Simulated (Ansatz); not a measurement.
# Worked example: the step energy

An elementary step of SiN3H7, closed shell (SiN₃H₇ ([NH2][SiH]([NH2])[NH2]) → SiN₃H₅ ([NH][Si]([NH2])[NH2]) + H₂; Si–H, N–H broken or loosened, H–H formed or tightened). “Start” and “end” are the PBE0-D4/def2-TZVP structures reached by relaxing down either side of its saddle point, with the molecules still in contact.

Computed with Ansatz 0.2.0 (basis: def2-TZVPP and def2-QZVPP); correlated methods freeze the cores.

Energies in eV:

| quantity | end | start |
| --- | --- | --- |
| Hartree–Fock, triple zeta (X = 3) | -12420.99956 | -12423.41238 |
| Hartree–Fock, quadruple zeta (X = 4) | -12421.51562 | -12423.91426 |
| MP2 correlation, X = 3 | -21.28648 | -21.01785 |
| MP2 correlation, X = 4 | -22.83862 | -22.56502 |
| CCSD(T) correlation, X = 3 | -22.95210 | -22.73011 |

(1) Work out the step energy at the basis limit: extrapolate Hartree–Fock as E(X) = E∞ + A exp(−7.88 √X) and the MP2 correlation as E(X) = E∞ + B X^−2.97 (the exponents that Neese and Valeev fitted for def2-TZVPP and QZVPP), then add CCSD(T) − MP2 in triple zeta.

T1 diagnostic: at most 0.014.

Results:

(1) Each step is linear, so take the differences first (end − start): Hartree–Fock 2.41282 (X = 3) and 2.39864 (X = 4); MP2 correlation -0.26863 and -0.27360; CCSD(T) correlation -0.22199.
Two points give E∞ = E(4) + w [E(4) − E(3)], with w = 1/(exp(7.88 (2 − √3)) − 1) = 0.1377 for Hartree–Fock and w = 1/((4/3)^2.97 − 1) = 0.7407 for the correlation.
Hartree–Fock: 2.39864 + 0.1377 × (-0.01418) = 2.3967 eV.
MP2 correlation: -0.27360 + 0.7407 × (-0.00497) = -0.2773 eV.
CCSD(T) − MP2: -0.22199 − (-0.26863) = 0.0466 eV.
Sum: 2.3967 + (-0.2773) + 0.0466 = 2.1660 eV, or 49.95 kcal/mol. Plain CCSD(T) in triple zeta gives 2.1908 eV, so the larger basis shifts the result by -0.0248 eV.

Labels in which every atom is bracketed show which atoms are joined, not bond orders.

For scale, one of the runs: CCSD(T)/def2-TZVPP, 233 basis functions, launched by `ansatz run in.yaml --threads 4 --pin off --events-out ev --progress --plain --max-ram 9574MiB`. Hardware: 4 CPU threads of an Arm Neoverse V2, shared host. Wall time 74 s; peak host memory 4.2 GiB.
